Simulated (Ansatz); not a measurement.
FH7N2SSi2, SMILES `N[SiH2]S[SiH](N)F` at its PBE0-D4/def2-TZVP geometry, where that method's forces vanish. Total charge 0; spin multiplicity 1.

```csv
atom,x (Å),y (Å),z (Å)
N1,-1.299,1.017,-2.687
Si2,-1.172,0.387,-1.104
S3,0.838,-0.282,-0.662
Si4,0.748,-0.195,1.448
N5,1.972,-1.194,2.045
F6,-0.738,-0.633,1.875
H7,-0.795,1.850,-2.947
H8,-1.386,0.387,-3.468
H9,-2.101,-0.761,-1.016
H10,-1.507,1.448,-0.124
H11,0.919,1.156,2.020
H12,2.344,-1.086,2.974
H13,2.178,-2.094,1.645
```

(1) For each bond, give half the difference of the two atoms' forces along it (eV/Å; positive pushes the atoms apart) under PBE-D4, r2SCAN-D4, B3LYP-D4, ωB97M-V in def2-TZVPP. (Estimate.)

Results:

(1) Computed: 
```csv
bond,length (Å),PBE-D4,r2SCAN-D4,B3LYP-D4,ωB97M-V
N1–Si2,1.708,0.11,0.00,0.08,0.11
N1–H7,1.007,0.20,0.03,-0.01,-0.03
N1–H8,1.007,0.19,0.02,-0.02,-0.03
Si2–S3,2.164,0.08,0.04,0.15,0.05
Si2–H9,1.480,0.06,-0.02,-0.13,-0.15
Si2–H10,1.482,0.04,-0.02,-0.11,-0.15
S3–Si4,2.113,0.04,0.02,0.11,0.03
Si4–N5,1.690,0.03,0.00,0.03,0.06
Si4–F6,1.607,0.48,0.05,0.18,0.14
Si4–H11,1.477,-0.01,-0.05,-0.17,-0.21
N5–H12,1.006,0.17,0.01,-0.02,-0.03
N5–H13,1.006,0.18,0.02,-0.01,-0.02
```

B3LYP here is the variant with VWN-RPA as its local correlation; programs differ in this.
